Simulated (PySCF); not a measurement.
iodine monochloride (ClI), SMILES ClI. Atoms are numbered in the order given.

```xyz
2

Cl     0.0000     0.0000    -1.7753
I      0.0000     0.0000     0.5694
```
Charge 0, spin multiplicity 1.

Geometry: B3LYP-D3(BJ)/def2-TZVP. The def2 effective core potentials stand for the cores of I; spin–orbit coupling is left out.

The numbers are results of TDDFT-ωB97X/def2-TZVPD (PySCF), not measurements.

Vertical excitations; the highest root listed may be one member of a degenerate set. Isolated molecule, no solvent. State labels are in the subgroup C2v.

Computed UV-visible absorptions:
```csv
state,symmetry,energy (eV),λ (nm),f,main pairs
S1,B1,2.69,460,0.001,HOMO−1→LUMO (degenerate set)
S2,B2,2.69,460,0.001,HOMO→LUMO (degenerate set)
S3,B1,5.36,232,0.001,HOMO−3→LUMO (degenerate set)
S4,B2,5.36,232,0.001,HOMO−2→LUMO (degenerate set)
S5,B1,7.43,167,0.097,"HOMO−1→LUMO+4, HOMO−1→LUMO+5 (degenerate set)"
S6,B2,7.43,167,0.097,"HOMO→LUMO+4, HOMO→LUMO+5 (degenerate set)"
S7,A1,7.91,157,0.470,HOMO−4→LUMO 72 %
S8,A2,8.33,149,0.000,"HOMO→LUMO+2, HOMO−1→LUMO+3 (degenerate set)"
S9,A1,8.33,149,0.000,"HOMO→LUMO+3, HOMO−1→LUMO+2 (degenerate set)"
S10,B1,8.33,149,0.027,HOMO−1→LUMO+1 83 %
T1,B1,2.03,610,0,HOMO−1→LUMO (degenerate set)
T2,B2,2.03,610,0,HOMO→LUMO (degenerate set)
T3,B2,4.69,264,0,HOMO−2→LUMO (degenerate set)
T4,B1,4.69,264,0,HOMO−3→LUMO (degenerate set)
```
Triplets are in the Tamm–Dancoff approximation, which puts them higher than full response would, so one can lie above its singlet here.
